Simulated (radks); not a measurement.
Values are calculated unless marked as measured or tabulated.
Problem. Species: the gallium ion Ga18+. Configuration: [Ne] 3s2 3p1. Code: a radial shooting solver on a logarithmic mesh with Libxc functionals. Model: scalar-relativistic Kohn-Sham, PBE, spin-polarised, spherical densities, point nucleus; open shells are filled with parallel spins first. Some entries of the table are withheld. Estimate them.

orbital,occ.,eigenvalue (eV),r(max) (bohr),<r^2> (bohr^2)
1s up,1,-10940.17,0.03178,0.003177
1s down,1,-10939.10,0.03178,0.003176
2s up,1,-1946.475,0.1814,(1)
2s down,1,-1945.516,0.1814,(2)
2p up,3,-1788.622,0.1455,0.04308
2p down,3,-1787.319,0.1455,0.04305
3s up,1,-708.0584,(3),0.3380
3s down,1,-702.7874,(4),0.3390
3p up,1,(5),0.4970,0.3295
3p down,0,(6),0.4967,0.3305

Solution. 
(1) 2s up <r^2> (bohr^2): 0.05444
(2) 2s down <r^2> (bohr^2): 0.05438
(3) 3s up r(max) (bohr): 0.5109
(4) 3s down r(max) (bohr): 0.5108
(5) 3p up eigenvalue (eV): -658.4831
(6) 3p down eigenvalue (eV): -653.3060
